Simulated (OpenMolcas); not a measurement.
# O: from RASSCF to RASPT2

```
Program             : OpenMolcas 26.06
Basis               : ANO-RCC-VTZP [4s3p2d1f]
Scalar Hamiltonian  : DKH2, point nucleus
Active space        : 6 electrons in 9 orbitals (RAS2 2s 2p; RAS3 3d, at most 2 electrons)
State averaging     : 2S+1 = 3 even, 3 roots; 2S+1 = 1 even, 6 roots
Spin-orbit coupling : RASSI with atomic mean-field integrals over the reference wave functions, term energies averaged over their components
```

Methods on the same reference wave functions:
A. RASSCF
B. SS-RASPT2, IPEA 0.25 Eh, imaginary shift 0.1 Eh (closed shells correlated: 1s)
C. XMS-RASPT2, IPEA 0.25 Eh, imaginary shift 0.1 Eh (closed shells correlated: 1s)

Energies in cm-1 above 2s2 2p4 3P2, the measured ground level; measured values from NIST Handbook of Basic Atomic Spectroscopic Data.

```
      Level      A      B      C  Measured
2s2 2p4 3P2    0.0    0.0    0.0       0.0
2s2 2p4 3P1    148    148    148       158
2s2 2p4 3P0    221    221    221       227
2s2 2p4 1D2  17228  16020  16150     15868
2s2 2p4 1S0  36352  34080  34620     33793
```

Deviations, from unrounded energies. A percentage is the sum of absolute deviations over the sum of measured energies, with the sign that they share, or ± where signs differ.

| Against measurement | Levels | A | B | C |
| --- | --- | --- | --- | --- |
| mean absolute deviation (cm-1) | 4 | 980 | 110 | 280 |
| fine structure of the ground term (%) | 2 | -4.1 | -4.1 | -4.1 |
| other terms of the ground configuration (%) | 2 | +7.9 | +0.9 | +2.2 |

B lies closest to measurement on these levels and A furthest from it. The largest miss of B in the table is 2s2 2p4 1S0, by +290 cm-1. The ranking rests on the paired levels alone, and a cruder setting can come out closer through cancelling errors.

Between B and C the level of the table that moves most is 2s2 2p4 1S0, by 540 cm-1 (lowest in B, highest in C). Moves below CASPT2's spread within the term are not significant.

The mean deviations of B to C differ by less than CASPT2's widest spread within a term (400 cm-1), so their order carries little weight.

From A to B the spin-free energies of the other terms of 2s2 2p4 shown, above 3P, scale by factors of 0.93 to 0.94.

The lowest spin-free term lies below A's lowest term by 0.095 hartree in B, 0.098 hartree in C.

Term energies are means over components that CASPT2 splits; among the terms shown or strongly mixed into the levels shown the widest spread is 400 cm-1 (2s2 2p4 1D, C). Active for correlation alone: 3d; no level in the range computed is led by a configuration that fills it, so any true level of that kind is missing. Without dynamic correlation excited terms often stand tens of per cent too high (terms of higher spin than the ground term too low), and those without a measured partner can miss by more than the paired ones (holds for A). Computed and measured levels are paired by configuration, term and J; levels that our copy of the source lacks, or whose pairing is in doubt (as where it misses far off the trend of its configuration), stay unpaired and out of the deviations. Levels of configurations outside the active space are missing.
